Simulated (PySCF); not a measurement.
## Energy of Mg⁺ (magnesium, charge +1) between two integer charges

The 3s alpha orbital of [Ne] 3s1 is emptied in steps (occupation f), with all orbitals relaxed, ending at [Ne]. Computed with PySCF 2.14 in aug-pcseg-2 (6s4p2d, 28 functions), with no relativity, point nucleus. The exact energy is a straight line in f; departures are measured from the line between the end points of the same method.

| f | UHF (eV) | LDA (eV) | PBE (eV) | PBE0 (eV) | r2SCAN (eV) | LC-wPBE (eV) | BHandHLYP (eV) | MN15 (eV) |
| --- | --- | --- | --- | --- | --- | --- | --- | --- |
| 1 | 0.000 | 0.000 | 0.000 | 0.000 | 0.000 | 0.000 | 0.000 | 0.000 |
| 0.8 | 0.002 | -0.532 | -0.549 | -0.403 | -0.462 | -0.023 | -0.298 | -0.319 |
| 0.6 | 0.003 | -0.782 | -0.822 | -0.602 | -0.666 | -0.036 | -0.448 | -0.474 |
| 0.4 | 0.003 | -0.759 | -0.819 | -0.598 | -0.622 | -0.043 | -0.450 | -0.463 |
| 0.2 | 0.002 | -0.479 | -0.542 | -0.394 | -0.368 | -0.036 | -0.305 | -0.272 |
| 0 | 0.000 | 0.000 | 0.000 | 0.000 | 0.000 | 0.000 | 0.000 | 0.000 |

| method | E(f=0) − E(f=1) (eV) | −ε at f=1 (eV) | −ε at f=0.4 (eV) |
| --- | --- | --- | --- |
| UHF | 14.717 | 14.730 | 14.714 |
| LDA | 15.352 | 11.989 | 16.133 |
| PBE | 15.338 | 11.899 | 16.037 |
| PBE0 | 15.234 | 12.702 | 15.753 |
| r2SCAN | 15.020 | 12.052 | 15.799 |
| LC-wPBE | 15.157 | 15.008 | 15.146 |
| BHandHLYP | 15.300 | 13.440 | 15.657 |
| MN15 | 14.767 | 12.759 | 15.260 |

Orbital energy along the path (eV):

| f | UHF | LDA | PBE | PBE0 | r2SCAN | LC-wPBE | BHandHLYP | MN15 |
| --- | --- | --- | --- | --- | --- | --- | --- | --- |
| 1 | -14.730 | -11.989 | -11.899 | -12.702 | -12.052 | -15.008 | -13.440 | -12.759 |
| 0.8 | -14.724 | -13.398 | -13.284 | -13.732 | -13.358 | -15.069 | -14.181 | -13.585 |
| 0.6 | -14.719 | -14.792 | -14.664 | -14.750 | -14.639 | -15.109 | -14.920 | -14.397 |
| 0.4 | -14.714 | -16.133 | -16.037 | -15.753 | -15.799 | -15.146 | -15.657 | -15.260 |
| 0.2 | -14.709 | -17.338 | -17.416 | -16.753 | -16.713 | -15.252 | -16.405 | -16.167 |
| 0 | -14.704 | -17.743 | -18.100 | -17.185 | -16.231 | -15.386 | -17.235 | -15.600 |

As f goes to zero the orbital energy of a semilocal functional can turn back, because the density of that orbital vanishes from the exchange-correlation potential.

Reference removal energy between the ground levels: 15.035 eV (measured; NIST Atomic Spectra Database, ionization energies). UHF lacks correlation.
